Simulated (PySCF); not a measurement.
These compounds are isomers of formula C6H9N3.

A. `c1(C)nncc(CC)n1`
B. `C=CCn1ncc(C)n1`
C. `InChI=1S/C6H9N3/c1-5(2)6-3-7-4-8-9-6/h3-5H,1-2H3`
D. SMILES C=CCn1cnnc1C

Spectrum 1. 1H NMR (400 MHz, computed): δ 7.71 (s, 1H), 5.97 (m, 1H), 5.68 (m, 1H), 5.58 (m, 1H), 4.51 (d, 2H), 2.49 (s, 3H). 13C{1H} NMR (computed): δ 153.5 (C), 146.1 (CH), 143.4 (CH), 125.8 (CH2), 51.0 (CH2), 13.1 (CH3).

Spectrum 2. 1H NMR (400 MHz, computed): δ 9.98 (s, 1H), 8.52 (s, 1H), 2.86 (sept, 1H), 1.60 (d, 6H). 13C{1H} NMR (computed): δ 175.9 (C), 162.0 (CH), 152.8 (CH), 37.8 (CH), 26.1 (CH3).

Spectrum 3. 1H NMR (400 MHz, computed): δ 9.46 (s, 1H), 3.09 (s, 3H), 2.73 (q, 2H), 1.32 (t, 3H). 13C{1H} NMR (computed): δ 172.2 (C), 168.2 (C), 153.5 (CH), 34.2 (CH2), 27.1 (CH3), 19.3 (CH3).

Spectrum 4. 1H NMR (400 MHz, computed): δ 7.38 (s, 1H), 6.34 (m, 1H), 5.67 (m, 1H), 5.46 (m, 1H), 4.96 (d, 2H), 2.49 (s, 3H). 13C{1H} NMR (computed): δ 149.1 (C), 144.2 (CH), 138.1 (CH), 124.9 (CH2), 61.0 (CH2), 13.1 (CH3).

- NMR shieldings at PBE0/pcSseg-1/GIAO
- geometry: GFN2-xTB
- program: PySCF
- relativity neglected, isolated molecule, one conformer, equivalent nuclei averaged

δ = σ(ref) − σ, references computed at the same level: TMS for 1H, 13C. Where no couplings were computed, multiplicities follow the n + 1 count of equivalent neighbours, and m marks all less simple cases (inequivalent or close neighbours, rings, F or P nearby). Shifts are as computed. Against solution values, carbons near 30 ppm lie about +3 ppm off and those near 130 ppm about +5 ppm. Of 1211 compounds with measured shifts, 218 miss one by over three times the rms of a fit or turn the order of signals round; such compounds aren't used in these exercises.

Which spectrum belongs to which compound?

## Answers

1–D, 2–C, 3–A, 4–B.

- Spectrum 1 (D): 6 13C signals; δC 143.4 is an alkene CH; δC 125.8 is a terminal =CH2 carbon.
- Spectrum 2 (C): 5 13C signals; δC 152.8 is an aromatic CH next to a ring nitrogen; δC 37.8 is an sp3 CH on an aromatic ring.
- Spectrum 3 (A): 6 13C signals; δC 153.5 is an aromatic CH next to a ring nitrogen; δC 34.2 is an sp3 CH2 on an aromatic ring.
- Spectrum 4 (B): 6 13C signals; δC 144.2 is an alkene CH; δC 124.9 is a terminal =CH2 carbon.
